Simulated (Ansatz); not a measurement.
The cluster Be₁₀⁺, relaxed as a doublet with UKS PBE/def2-SVP in Ansatz, starting from the GFN1-xTB geometry. Force threshold 0.02 eV/Å.

Another isomer (doublet) lies 0.15 eV lower at PBE0/def2-TZVP; other spin states weren't run for this one.

Start:

```xyz
10

Be   -0.227    2.145   -0.095
Be    1.210   -0.989    1.332
Be    0.714    1.286   -1.635
Be   -0.076   -0.551   -1.879
Be   -1.615    0.881    0.643
Be   -1.628   -0.813   -0.549
Be    0.231   -1.879   -0.262
Be    1.715   -0.088   -0.431
Be    0.539    0.940    1.426
Be   -0.863   -0.931    1.448
```

Problem. Estimate the energy that the relaxation releases and the steps that it takes.

Solution. 1.44 eV, in 15 steps; 24 s on 4 threads of Arm Neoverse V2 on a shared host. No frequencies were taken in this run, so the end may be a saddle point.

Problem. Does the start keep its bonding?

Solution. Bonds formed: Be1–Be4, Be1–Be6, Be3–Be9 (atoms count from 1).

Problem. Predict the relaxed structure.

Solution. 
```tsv
atom	x (Å)	y (Å)	z (Å)
Be1	-0.932	1.407	-0.818
Be2	1.333	-0.998	1.421
Be3	1.138	1.524	-1.084
Be4	0.031	-0.233	-1.775
Be5	-1.613	0.981	1.110
Be6	-1.641	-0.564	-0.440
Be7	0.149	-1.766	-0.251
Be8	1.753	-0.397	-0.534
Be9	0.534	0.937	0.901
Be10	-0.753	-0.890	1.468
```
Bond lengths (bridged metal pairs left out): 21 × Be–Be 2.09 to 2.19 Å.
